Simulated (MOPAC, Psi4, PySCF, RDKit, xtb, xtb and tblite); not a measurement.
Two geometries of SMILES [Si](F)(F)(F)[SiH2][SiH2]B (H6BF3Si3), relaxed at GFN2-xTB with one dihedral held; other torsions can differ between them too.

Structure A

```
13

B      1.9362     1.0366     0.1999
Si     1.5933    -0.8574    -0.0463
Si    -0.7094    -1.1420    -0.4539
Si    -1.1694    -2.1051    -2.4661
F     -0.6014    -3.5815    -2.6578
F     -0.5095    -1.3406    -3.7011
F     -2.6686    -2.2788    -2.9763
H      2.1971     1.7371    -0.7002
H      1.8225     1.5440     1.2484
H      1.8993    -1.7316     1.1039
H      2.2963    -1.5234    -1.1614
H     -1.4467     0.1373    -0.4261
H     -1.3879    -1.9423     0.5797
```

Structure B

```
13

B     -1.9314     1.0122     0.1160
Si    -1.5779    -0.8810    -0.1108
Si     0.7484    -1.1639    -0.3354
Si     1.4764    -3.2777     0.1006
F      0.9884    -3.8575     1.5031
F      0.9557    -4.3914    -0.9131
F      3.0341    -3.6089     0.1541
H     -2.0647     1.7227    -0.8042
H     -1.9508     1.5112     1.1741
H     -1.9960    -1.7721     0.9904
H     -2.1730    -1.5272    -1.2984
H      1.2347    -0.8049    -1.6797
H      1.5116    -0.2626     0.5496
```

**Question.** Which is lower in energy at the level Psi4 with DF-MP2 (frozen core)/cc-pVTZ // GFN2-xTB, and by how much?

**Answer.** B is lower, by 2.58 kJ/mol (dihedral B1–Si2–Si3–Si4: 120° in A, 160° in B).

E(B) − E(A) in kJ/mol at the other levels, on the same two geometries: GFN2-xTB (xtb and tblite) 0.22; B3LYP/def2-SVP // GFN2-xTB (Psi4) -2.46; B3LYP-D3(BJ)/def2-SVP // GFN2-xTB (Psi4) -2.27; PBE/def2-SVP // GFN2-xTB (Psi4) -2.65; PBE-D3(BJ)/def2-SVP // GFN2-xTB (Psi4) -2.54; HF/cc-pVTZ // GFN2-xTB (Psi4) -2.14; UFF // GFN2-xTB (RDKit) -3.92; PM6, restricted, heats of formation // GFN2-xTB (MOPAC) -1.94; PM3, restricted, heats of formation // GFN2-xTB (MOPAC) -1.09; GFN1-xTB // GFN2-xTB (xtb) -1.34; restricted B3LYP/6-31G*, spherical d, density fitting // GFN2-xTB (PySCF) -2.08; restricted MP2 (frozen core)/6-31G*, spherical d // GFN2-xTB (PySCF) -1.90; restricted BP86/6-31G*, spherical d, density fitting // GFN2-xTB (PySCF) -2.36; restricted Hartree-Fock/6-31G*, spherical d, density fitting // GFN2-xTB (PySCF) -1.75.
